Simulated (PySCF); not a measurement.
Frontier levels across methods

Species: C3H6BFSi.
Structure used (PBE0-D3(BJ)/def2-SVP), in Å, numbered top down from 1:
```xyz
12
C3H6BFSi angstrom
F     -0.4846   -2.0737    1.9143
Si    -0.1780   -1.3834    0.4675
C      1.4638   -0.4934    0.4469
C      1.3007    0.7491   -0.0778
B     -0.1519    1.0426   -0.5695
C     -1.2336    0.1132    0.0885
H     -0.2769   -2.4814   -0.5346
H      2.4435   -0.8751    0.7602
H      2.1581    1.4184   -0.2194
H     -0.3957    1.8408   -1.4458
H     -1.4629    0.5411    1.0844
H     -2.1790   -0.0211   -0.4526
```

Basis pcSseg-1 throughout (PySCF), one geometry. Isolated species at its PBE0-D3(BJ)/def2-SVP geometry (one conformer only).

How do the orbital energies, the gap and the dipole change with the method?

```csv
method,kind,HOMO (eV),LUMO (eV),gap (eV),μ (D),SCF cycles
BLYP,GGA,-7.10,-2.79,4.30,1.07,15
B97-D,GGA,-7.22,-2.81,4.41,1.11,15
OPBE,GGA,-7.24,-2.88,4.36,1.07,16
PBE,GGA,-7.25,-2.98,4.26,1.07,15
KT2,GGA,-7.31,-2.97,4.34,1.13,16
KT3,GGA,-7.32,-2.90,4.43,1.11,15
BP86,GGA,-7.35,-3.06,4.29,1.08,15
LDA,LDA,-7.38,-3.23,4.15,1.11,14
B97-2,global hybrid,-8.24,-2.05,6.19,1.24,14
B3LYP,global hybrid,-8.25,-2.22,6.03,1.21,13
PBE0,global hybrid,-8.51,-2.05,6.46,1.24,13
mPW1PW91,global hybrid,-8.53,-2.05,6.48,1.26,13
BHandHLYP,global hybrid,-9.42,-0.96,8.46,1.37,12
CAM-B3LYP,range-separated hybrid,-9.79,-0.89,8.90,1.25,12
wB97X-D,range-separated hybrid,-10.35,-0.21,10.14,1.29,13
HF,Hartree–Fock,-10.75,1.62,12.38,1.51,11
LC-wPBE,range-separated hybrid,-11.20,0.20,11.40,1.25,13
```

The HOMO spans 4.10 eV, from BLYP down to LC-wPBE, and the gap runs from 4.15 eV (LDA) to 12.38 eV (HF). Over the methods BLYP (0 %), B97-D (0 %), OPBE (0 %), PBE (0 %), KT2 (0 %), KT3 (0 %), BP86 (0 %), LDA (0 %), B97-2 (21 %), B3LYP (20 %), PBE0 (25 %), mPW1PW91 (25 %), BHandHLYP (50 %), HF (100 %), a straight line through the gap against the share of exact exchange rises by 0.81 eV for each 10 % (correlation coefficient 0.999). The dipole ranges from 1.07 D (PBE) to 1.51 D (HF). This basis has no diffuse functions.
